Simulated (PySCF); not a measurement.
LDA on Be (beryllium, neutral), [He] 2s1 3d1, high-spin 3D determinant (an excited configuration). All numbers are calculated (PySCF 2.14, the non-relativistic Hamiltonian (point nucleus), in aug-cc-pVTZ (5s4p3d2f, 46 functions)).

```
cycle= 1 E= -14.1541765820698  delta_E= -0.00296  |g|= 0.0134  |ddm|= 0.317
cycle= 2 E= -14.1542109289808  delta_E= -3.43e-05  |g|= 0.00183  |ddm|= 0.0397
cycle= 3 E= -14.1542116974072  delta_E= -7.68e-07  |g|= 2.44e-05  |ddm|= 0.00408
cycle= 4 E= -14.1542116980496  delta_E= -6.42e-10  |g|= 1.51e-06  |ddm|= 0.000116
converged SCF energy = -14.1542116980496  <S^2> = 2.0000014  2S+1 = 3.000001
```

Highest occupied orbital energy: 0.658 eV; ⟨L²⟩ = 6.00; populations by l: s 3.00, p 0.00, d 1.00, f 0.00.

Task: Can this result be used?

Result: Not for this state. Self-consistency was reached. The outer electron is Rydberg-like, and this basis confines it to a smaller radius and binds it less than a complete one would. At LDA the highest occupied level has a positive energy, so only the finite basis holds that electron; for this excited configuration the basis is too tight for the outer shell.
